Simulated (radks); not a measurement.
Neutral strontium, [Kr] 5s2. Method: non-relativistic Kohn-Sham, exchange-only B88, spin-polarised, spherical densities, point nucleus; computed with a radial shooting solver on a logarithmic mesh with Libxc functionals. Every spin shell is full or empty, so the densities are truly spherical. Functionals are evaluated on that one density, not self-consistently. Rank these orbital-free kinetic functionals by their error against the exact value of the orbitals, and give that value: Thomas-Fermi, TF + vW/5, LC94, APBEK, Pearson, LKT, PG1, DePristo-Kress, Ernzerhof.

Answer. Exact: 3131.58 hartree. From best to worst, with 100 (|E| - |E exact|)/|E exact| (equal figures are ties): LC94 +0.06, DePristo-Kress -0.07, APBEK +0.13, Ernzerhof -0.38, Pearson -1.02, TF + vW/5 +3.34, Thomas-Fermi -5.76, PG1 +16.83, LKT +21.33.
